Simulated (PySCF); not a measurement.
Gas-phase reaction: Si₂O(OH)₆ = 2 SiO(OH)₂ + OH + H

Method: PySCF energies plus ideal-gas RRHO corrections (1 bar). † marks an energy on the PBE0/def2-TZVP geometry and frequencies. MP2 freezes the core. Open shells (unrestricted): OH (multiplicity 2, electronic degeneracy 4), H (multiplicity 2); the rest are closed-shell singlets. Spin-orbit splitting is ignored; it lowers the true energy and changes the entropy of OH. B3LYP is the form with VWN-RPA correlation. No R ln 2 is added for the mirror-image form of Si₂O(OH)₆. Si₂O(OH)₆, SiO(OH)₂: computed as isolated molecules; such fragments, hydroxides, amides, oligomers or adducts are transient or little studied in the gas. MP2 isn't extrapolated to the basis-set limit; its ΔH°(298 K) is 1078.4 kJ in def2-SVP and 1096.7 kJ in def2-TZVPP. The harmonic model lacks anharmonicity and excited electronic states, which grow with temperature; levels with a mode under 35 cm⁻¹ are left out. Internal rotation in Si₂O(OH)₆, SiO(OH)₂ is treated as a harmonic vibration of one conformer, which makes the entropy rough.

```json
[
 {"level": "B3LYP/def2-TZVP†", "ΔE electronic, kJ": "1081", "ΔH°(298 K), kJ": "1039", "ΔS°(298 K), J/K": "430", "ΔG°(600 K), kJ": "782"},
 {"level": "BLYP/def2-TZVP†", "ΔE electronic, kJ": "1020", "ΔH°(298 K), kJ": "978", "ΔS°(298 K), J/K": "430", "ΔG°(600 K), kJ": "721"},
 {"level": "HF/def2-TZVP†", "ΔE electronic, kJ": "1021", "ΔH°(298 K), kJ": "979", "ΔS°(298 K), J/K": "430", "ΔG°(600 K), kJ": "722"},
 {"level": "M06-2X/def2-TZVP†", "ΔE electronic, kJ": "1177", "ΔH°(298 K), kJ": "1135", "ΔS°(298 K), J/K": "430", "ΔG°(600 K), kJ": "877"},
 {"level": "MP2/def2-TZVPP†", "ΔE electronic, kJ": "1139", "ΔH°(298 K), kJ": "1097", "ΔS°(298 K), J/K": "430", "ΔG°(600 K), kJ": "839"},
 {"level": "PBE/def2-TZVP†", "ΔE electronic, kJ": "1066", "ΔH°(298 K), kJ": "1024", "ΔS°(298 K), J/K": "430", "ΔG°(600 K), kJ": "766"}
]
```
ΔH° is lowest at BLYP/def2-TZVP† and highest at M06-2X/def2-TZVP†. No reference value is set beside these.
